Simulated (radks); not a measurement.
The numbers below are computed, except where a source is named.
Ionisation of Co, [Ar] 3d7 4s2, to Co+, [Ar] 3d8, under several functionals. Scalar-relativistic Kohn-Sham, spin-polarised, spherical densities, finite nucleus; open shells are filled with parallel spins first; a radial shooting solver on a logarithmic mesh with Libxc functionals.

functional	E(Co) (hartree)	Exc (hartree)	IE (eV)	-e(HOMO) (eV)	<r> HOMO (bohr)	IE error (eV)
Wu-Cohen GGA	-1392.79626	-58.97732	7.646	5.194	2.946	-0.235
XLYP	-1393.80501	-59.99846	7.900	5.180	2.962	+0.019
r2SCAN	-1393.44571	-59.62624	7.902	5.404	2.990	+0.021
LDA (Slater exchange, Perdew-Zunger correlation)	-1390.84168	-56.98310	7.873	5.405	2.932	-0.008
AM05	-1391.00619	-57.15349	7.597	5.140	2.965	-0.284
PW91	-1393.58192	-59.77843	7.750	5.229	2.961	-0.131

NIST Atomic Spectra Database: 7.881 eV (measured). Closest: LDA (Slater exchange, Perdew-Zunger correlation). The Delta-SCF values span 0.31 eV, the total energies 2.96 hartree. The highest occupied level is 4s. Open shells are spherical and high-spin; term and fine-structure splittings are not resolved.
